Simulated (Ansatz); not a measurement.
Ansatz (an electronic-structure program) input (r2SCAN0/def2-TZVPD):

Ansatz 0.2 input:
```yaml
crystal:
  periodic: [false, false, false]
  atoms:
    - {symbol: O, position_ang: [-0.10916389, 2.13301857, -0.03062351]}
    - {symbol: B, position_ang: [-0.04575220, 0.89397961, -0.01283476]}
    - {symbol: Br, position_ang: [1.69052013, -0.22215695, -0.01227409]}
    - {symbol: Br, position_ang: [-1.65903236, -0.39310152, 0.02110729]}
basis:
  gaussian:
    orbitals: def2-TZVPD
hamiltonian:
  xc: {name: r2SCAN0}
total_charge: -1
output: {forces: true}
```

Output:

```
Functional definition: r2SCAN0
integrals: 0.14 GiB planned
1293 factors; their error is unknown
0.30 GiB of the device are held for the grids
1.21 GiB of device memory are held for the factors and their scratch space
mean field: 0.88 GiB planned
mean field evaluation 1: about -142816.5300 eV, gradient 3.9e1 eV
mean field evaluation 2: about -142805.2386 eV, gradient 8.6e1 eV
mean field evaluation 4: about -142819.2239 eV, gradient 1.9e0 eV
mean field evaluation 8: about -142819.8660 eV, gradient 6.2e-2 eV
mean field evaluation 16: about -142819.8660 eV, gradient 2.0e-5 eV
mean field -142819.86604847 eV, -5248.5332704993 hartree, gradient 2.0e-5 eV, S^2 0.000000; 0 other end points of the search recorded, 0 dependent functions left out
the calculation of the forces begins
reference -142819.86606708 eV, -5248.5332711830 hartree; 42, 42 occupied and 149, 149 virtual orbitals, 1293 factors
Total energy: -142819.86606708 eV, -5248.5332711830 hartree
Atom 0 at    -0.109164     2.133019    -0.030624 Å, force     0.020034    -0.391449     0.005620 eV/Å
Atom 1 at    -0.045752     0.893980    -0.012835 Å, force    -0.002105     0.041136    -0.000591 eV/Å
Atom 2 at     1.690520    -0.222157    -0.012274 Å, force    -0.272313     0.161717     0.000110 eV/Å
Atom 3 at    -1.659032    -0.393102     0.021107 Å, force     0.254385     0.188597    -0.005139 eV/Å
Dipole moment:     0.037276    -0.728358     0.010457 e Å
```

It need not be the lowest isomer of its formula. Whether it binds its extra electron was not tested at this geometry.
